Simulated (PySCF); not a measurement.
Two-component Hartree-Fock for Cu²⁴⁺ (copper, charge +24)

Start: [He] 2s2 2p1; 2p3/2 filled at m_j = +3/2. Calculated with PySCF 2.14 in an uncontracted even-tempered set (17 s from 7.2 bohr⁻², ratio 2.4; 11 p from 9.4 bohr⁻², ratio 2.4; 5 d from 32 bohr⁻², ratio 2.6; 4 f from 48 bohr⁻², ratio 2.6): generalised Hartree-Fock with the X2C-1e Hamiltonian and a Gaussian nucleus; one run each with spin-orbit coupling (SO) screened by Boettger's factors, then bare. This is a chosen level, not necessarily the ground level.

```
spinor shell  electrons  ε, screened SO (eV)  ε, bare SO (eV)  weight of nominal j (bare SO)  rms radius, bare SO (bohr)
       1s1/2          2             -10598.3         -10598.4                          1.000                      0.0596
       2s1/2          2              -2364.4          -2364.4                          1.000                       0.235
       2p3/2          1              -2287.1          -2286.5                          1.000                       0.205
```

| quantity | screened SO | bare SO |
| --- | --- | --- |
| E (hartree) | -1102.15591 | -1102.13432 |
| M_J | 3/2 | 3/2 |
| ⟨J²⟩ | 3.750 | 3.750 |
| ⟨L²⟩ | 2.000 | 2.000 |
| ⟨S²⟩ | 0.750 | 0.750 |

Each row is a mean over spinors that exchange with the open shell spreads, by up to 22.787 eV (2s1/2).
